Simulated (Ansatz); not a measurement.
Si(OEt)2H2 (C₄H₁₂O₂Si). The state is a singlet with charge 0. Geometry B3LYP-D4/def2-SVP.

```xyz
19

C     2.131    0.710    0.270
C     1.632   -0.047    1.493
C    -2.162   -0.386   -0.542
C    -1.467   -1.654   -0.067
O     1.288    0.539   -0.858
O    -1.416    0.785   -0.252
Si   -0.131    1.358   -1.138
H     3.133    0.350   -0.018
H     2.235    1.787    0.510
H     2.334    0.074    2.333
H     0.644    0.322    1.811
H     1.537   -1.122    1.272
H    -3.140   -0.279   -0.042
H    -2.365   -0.451   -1.630
H    -2.096   -2.537   -0.269
H    -0.501   -1.793   -0.579
H    -1.273   -1.609    1.016
H    -0.413    1.176   -2.587
H     0.030    2.777   -0.726
```

LC-ωPBE has ω = 0.4 bohr⁻¹. B3LYP takes the VWN-RPA correlation. Another isomer (singlet) lies 0.72 eV lower at PBE0-D4/def2-TZVP; other spin states weren't run for this one.

(1) Estimate the orbital energies around the gap (eV) in Ansatz with PBE-D4/def2-SVP, PBE-D4/def2-TZVP, B3LYP-D4/def2-TZVP, PBE0-D4/def2-TZVP, LC-ωPBE/def2-TZVP.

## Answers

(1) 
```csv
orbital,PBE-D4/def2-SVP,PBE-D4/def2-TZVP,B3LYP-D4/def2-TZVP,PBE0-D4/def2-TZVP,LC-ωPBE/def2-TZVP
HOMO−9,-10.13,-10.19,-11.52,-11.81,-14.80
HOMO−8,-9.21,-9.29,-10.62,-10.88,-13.86
HOMO−7,-9.08,-9.15,-10.42,-10.63,-13.54
HOMO−6,-9.00,-9.06,-10.34,-10.56,-13.46
HOMO−5,-8.86,-8.97,-10.29,-10.52,-13.45
HOMO−4,-8.04,-8.09,-9.32,-9.50,-12.36
HOMO−3,-7.38,-7.51,-8.81,-9.05,-11.91
HOMO−2,-6.81,-6.96,-8.24,-8.46,-11.24
HOMO−1,-6.64,-6.79,-8.09,-8.32,-11.11
HOMO,-6.32,-6.48,-7.77,-8.01,-10.77
LUMO,0.75,0.18,0.78,1.03,3.15
LUMO+1,0.83,0.18,0.79,1.04,3.16
LUMO+2,1.37,0.78,1.33,1.63,3.76
LUMO+3,1.44,0.89,1.43,1.74,3.88
LUMO+4,1.92,1.20,1.69,2.03,4.13
LUMO+5,2.15,1.69,2.23,2.56,4.67
```
